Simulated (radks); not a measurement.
Species: the iridium ion Ir4+. Configuration: [Xe] 4f14 5d5. Calculated with a radial shooting solver on a logarithmic mesh with Libxc functionals: non-relativistic Kohn-Sham, PBE, spin-polarised, spherical densities, point nucleus; open shells are filled with parallel spins first (spin-orbit coupling, left out, can overturn this in heavy ions); relativity is left out, which matters for an element this heavy.

Unscreened Slater integrals over Kohn-Sham orbitals (hartree). They are taken over the spin-up orbitals.

| integral | value |
|---|---|
| F0(5d,5d) | 0.61880 |
| F2(5d,5d) | 0.32855 |
| F4(5d,5d) | 0.22019 |
| F0(5d,5p) | 0.68252 |
| F2(5d,5p) | 0.35232 |
| G1(5d,5p) | 0.43570 |
| G3(5d,5p) | 0.27173 |
| F0(5d,4f) | 0.79109 |
| F2(5d,4f) | 0.18924 |
| F4(5d,4f) | 0.088773 |
| G1(5d,4f) | 0.061774 |
| G3(5d,4f) | 0.058788 |
| G5(5d,4f) | 0.047181 |
| F0(5d,5s) | 0.70124 |
| G2(5d,5s) | 0.31895 |
| F0(5p,5p) | 0.77591 |
| F2(5p,5p) | 0.42124 |
| F0(5p,4f) | 0.95969 |
| F2(5p,4f) | 0.28538 |
| G2(5p,4f) | 0.10304 |
| G4(5p,4f) | 0.088294 |
| F0(5p,5s) | 0.80567 |
| G1(5p,5s) | 0.55897 |
| F0(4f,4f) | 1.7558 |
| F2(4f,4f) | 0.86932 |
| F4(4f,4f) | 0.55294 |
| F6(4f,4f) | 0.40002 |
| F0(4f,5s) | 1.0248 |
| G3(4f,5s) | 0.11474 |
| F0(5s,5s) | 0.83997 |

Derived for the open shells (J is the average intra-shell exchange parameter used in DFT+U). 5d: Racah B = F2/49 - 5 F4/441 = 0.004209 hartree, C = 35 F4/441 = 0.01748 hartree, C/B = 4.15, F4/F2 = 0.670, J = (F2 + F4)/14 = 0.03920 hartree.
